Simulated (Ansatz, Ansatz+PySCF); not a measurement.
```yaml
atoms:
  - { symbol: N, position_ang: [-0.5089, 0.0486, -0.3171] }
  - { symbol: N, position_ang: [0.5182, -0.0662, 0.3094] }
  - { symbol: H, position_ang: [-1.1721, 0.5714, 0.2514] }
  - { symbol: H, position_ang: [1.1799, -0.5907, -0.2590] }
```

Basis set: def2-SVP (spherical functions). Frozen core: 2 orbitals. Charge 0, multiplicity 3.

Computed with Ansatz (development build ahead of 0.2.0); each method stands on the lowest determinant of its kind that the runs found.

Problem. Give the atomization energy at this shape (free ground-state atoms in the same class of orbitals less the molecule, no zero-point energy) of triplet N2H2 by UHF-MP2, UHF.

Solution.

```
 method  atomization energy
UHF-MP2             9.07 eV
    UHF             4.57 eV
```

Caution: another spin multiplicity may lie lower.
